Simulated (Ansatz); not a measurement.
Spectroscopic constants of CdO, multiplicity 3 (lowest of 2S+1 = 1, 3 at CCSD(T)/def2-TZVPP on PBE0 minima; our sources give no spin for the ground state, which may be another). No spin–orbit coupling.

Constants: fifth-degree fit in 1/R to seven points, most abundant isotopes. Runs in def2 and cc sets follow the lowest solution found near the PBE0 minimum.

Run with Ansatz (Gaussian basis) for Hartree–Fock, density functionals and correlated methods. Values without a source in brackets are computed. In def2 rows elements past Kr take small-core potentials, without spin–orbit coupling.

Energies at PBE0/def2-TZVPP:

| R (Å) | E (hartree) |
|---|---|
| 1.945797 | -242.82387749 |
| 1.998103 | -242.82688016 |
| 2.046225 | -242.82827228 |
| 2.100623 | -242.82864677 |
| 2.155022 | -242.82808135 |
| 2.217790 | -242.82662166 |
| 2.291019 | -242.82424022 |

With a reduced mass of 14.0254 u, find the minimum, the force constant and the constants.

A fifth-degree polynomial in 1/R puts the minimum at r_e = 2.0923 Å with force constant 145 N/m. Then ω_e = (1/2πc)√(k/μ) = 418 cm⁻¹ and B_e = h/(8π²cμr_e²) = 0.2746 cm⁻¹; the cubic and quartic terms give α_e = 0.0034 and ω_e x_e = 5.3 cm⁻¹.

Ansatz is a quantum-chemistry and plane-wave program.
